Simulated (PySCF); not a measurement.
Work out the structure from these simulated measurements.

Elements present: C, F and H. Monoisotopic mass: 152.0061 u.

| Quantity | Value |
| --- | --- |
| Rotational structure | rotational constants A, B, C: 2.065, 1.557, 1.315 GHz [PBE0-D3(BJ)/def2-SVP] |
| 1H NMR | chemical shifts (computed TMS as zero) by class: 4.56 (2 H) ppm [GIAO KT3/pcSseg-2] |
| Dipole | 2.06 D [CAM-B3LYP/def2-SVPD] |
| UV, strongest line | among the 10 lowest singlet transitions: S9 at 11.44 eV (108 nm, f = 0.087) [TDDFT CAM-B3LYP/def2-SVPD] |
| 13C NMR | chemical shifts (computed TMS as zero) by class: 127.3 (1 C), 117.6 (1 C), 82.1 (1 C) ppm [GIAO KT3/pcSseg-2] |
| Valence photoelectron | vertical ionisation energy: 12.97 eV [ΔSCF CAM-B3LYP/def2-SVPD] |
| NMR, other nuclei | isotropic shieldings of nuclei other than C and H, by class: 258 (3 F), 304 (2 F), 418 (1 F) ppm [GIAO KT3/pcSseg-2] |
| UV, first state | lowest singlet excitation: 9.45 eV (131 nm, f = 0.010) [TDDFT CAM-B3LYP/def2-SVPD] |
| Triplet | lowest triplet excitation (Tamm–Dancoff): 8.95 eV [TDA CAM-B3LYP/def2-SVPD] |

Gas-phase values; electronic properties from PySCF, density fitting. Levels stand in brackets. Geometry: PBE0-D3(BJ)/def2-SVP, one conformer, isolated molecule. NMR values are class means; diastereotopic atoms form classes of their own.

Task: Which formula fits the mass and the elements?

Result: C3H2F6 (calculated 152.0061). Within 0.0003 u, C11HF would fit the mass too; the spectra decide.

Task: Give a SMILES that accounts for the data.

Result: Numbering: `[F:1][CH2:2][C:3]([F:4])([F:5])[C:6]([F:7])([F:8])[F:9]`. Its formula, C3H2F6, gives 0 degrees of unsaturation, so no ring and no π bond. 3 carbons fall into 3 classes; from least to most shielded: CF3 carbon [C6] (127.3 ppm), CF2 carbon [C3] (117.6 ppm), sp3 C–F carbon [C2] (82.1 ppm). All hydrogens form one class (4.56 ppm): methylene hydrogen. The other shieldings belong to: 258 ppm, fluorine of a CF3 group [F7/F8/F9]; 304 ppm, fluorine of a CF2 group [F4/F5]; 418 ppm, alkyl fluorine [F1]. The first electron is taken from the HOMO, whose largest Löwdin shares are 0.20 on the alkyl fluorine, 0.17 on the CF2 carbon, 0.15 on the sp3 C–F carbon and 0.13 on a fluorine of a CF2 group. The optimised geometry has point group C1 and is an asymmetric top. Structure: `FC(F)(F)C(F)(F)CF`. Computed isomers that give other values at the same levels: `FC(F)(F)CC(F)(F)F` (rotational constant A: 2.934 GHz; this holds for the one conformer computed). The assignments are read from this structure; whether some other isomer fits the data as well wasn't checked.

Shape of the structure used: `[F:1][CH2:2][C:3]([F:4])([F:5])[C:6]([F:7])([F:8])[F:9]`: F1–C2–C3–F4 177°, C2–C3–C6–F7 -68°.
